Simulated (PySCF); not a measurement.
# Ionisation energy of S+ by level of theory

S+ [Ne] 3s2 3p3 (4S) → S(2+) [Ne] 3s2 3p2 (3P), as a difference of total energies. Computed with PySCF 2.14 in x2c-TZVPPall (5s5p3d1f, 42 functions), with the spin-free X2C one-electron Hamiltonian (Gaussian nucleus). Correlated levels: valence and next inner shell: 1s2 frozen. The calculations carry no spin-orbit coupling.

| method | ionisation energy (eV) |
| --- | --- |
| UHF | 22.704 |
| MP2 (valence and next inner shell) | 23.335 |
| SCS-MP2 (valence and next inner shell) | 23.145 |
| CCSD (valence and next inner shell) | 23.257 |
| CCSD(T) (valence and next inner shell) | 23.293 |

A first-order spin-orbit estimate (lowest level to lowest level, LS coupling) adds -0.064 eV.

Errors of the correlated levels include the incompleteness of this basis and the frozen core.

**Question.** Which method comes closest to the reference value, and which is furthest?

**Answer.** The reference is 23.338 eV (measured; NIST Atomic Spectra Database, ionization energies). Closest: MP2 (valence and next inner shell) (error -0.067 eV); furthest: UHF (error -0.698 eV), both after the spin-orbit estimate.
